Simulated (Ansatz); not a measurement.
Total energies of BrCl3Ti, SMILES `[Cl][Ti]([Cl])([Cl])[Br]`.

Z-matrix (Å, degrees):
```
Ti
Cl 1 2.161
Cl 1 2.161 2 109.6
Br 1 2.316 2 109.4 3 119.9
Cl 1 2.161 2 109.6 3 -120.2
```

The species carries charge 0 and has multiplicity 1. Correlated methods include outer-core shells of Br, Ti, which these sets cover unevenly. Scalar relativity is left out up to krypton. All single points use the PBE0-D4/def2-TZVP geometry. Basis def2-TZVPP, the Gaussian-basis code of Ansatz.

RPA on PBE orbitals: Hartree–Fock energy of these orbitals -4799.49424 Eh, correlation -1.99906 Eh (frozen core).

```tsv
functional	energy without D4 (Eh)	D4 term (kJ/mol)
LDA (SPW92)	-4794.52721	–
PBE	-4803.39311	-24.4
revPBE	-4803.98254	-51.4
BLYP	-4804.60847	-50.4
r2SCAN	-4804.42947	-5.4
HSE06 (plane-wave form)	-4803.56160	-20.5
CAM-B3LYP	-4804.73037	-22.8
ωB97X-V	-4803.96358	–
B2PLYP	-4803.61927	–
PBE-QIDH	-4802.91838	–
```

Problem. Give the same for B97M-V, PBE0, B3LYP, r2SCANh, r2SCAN0, BHLYP, LC-ωPBE, ωB97M-V. (An estimate is asked.)

Solution. Ansatz gave: 
| functional | energy without D4 (Eh) | D4 term (kJ/mol) |
| --- | --- | --- |
| B97M-V | -4803.52330 | – |
| PBE0 | -4803.58776 | -21.4 |
| B3LYP | -4804.63028 | -40.4 |
| r2SCANh | -4804.40410 | -6.1 |
| r2SCAN0 | -4804.36908 | -6.9 |
| BHLYP | -4804.48124 | -38.9 |
| LC-ωPBE | -4803.60372 | – |
| ωB97M-V | -4804.26530 | – |

B3LYP takes the VWN-RPA correlation (the form of Gaussian; ORCA's B3LYP/G). HSE06 is the plane-wave form, built on full-range PBE exchange. The double hybrids freeze the cores in their second-order part.

LC-ωPBE has ω = 0.4 bohr⁻¹.
